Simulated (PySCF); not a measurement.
**From computed data to an observable: chemical shift, span and skew from a shielding tensor**

(E)-1-chloro-3,3-difluoroprop-1-ene (C₃H₃ClF₂), SMILES FC(F)/C=C/Cl. Atoms are numbered in the order given.

```xyz
9

F     -1.9201    -1.5235     0.5897
C     -1.3441    -0.3046     0.8453
F     -2.0105     0.6428     0.1167
C      0.1128    -0.3469     0.4870
C      0.6560     0.5167    -0.3857
Cl     2.3269     0.5081    -0.8273
H     -1.5085    -0.0802     1.9269
H      0.7158    -1.1231     0.9834
H      0.0633     1.2993    -0.8829
```

Geometry: PBE-D3(BJ)/def2-SVP. Other conformers were not sampled.

GIAO shieldings from PBE/pcSseg-1 (PySCF), non-relativistic, no solvent. The symmetric part of the tensor of C5 has the principal values -58.1, 47.9, 122.5 ppm. The same nucleus in TMS has σ = 182.0 ppm at this level (PySCF, at its B3LYP-D3(BJ)/def2-TZVP geometry). Without spin–orbit terms, shifts of atoms bonded to Cl or Br come out too high.

Task: Work out the isotropic shielding, the ¹³C shift against TMS, the span and the skew.

Result: 
σ(iso) = (σ11 + σ22 + σ33)/3 = 37.4 ppm. δ = σ(ref) − σ(iso) = 182.0 − (37.4) = 144.6 ppm.
Span Ω = σ33 − σ11 = 180.6 ppm. Skew κ = 3(σ(iso) − σ22)/Ω = -0.17. Tumbling in solution averages the tensor to δ; in a static solid the shielding alone would spread this spin-1/2 line over Ω.
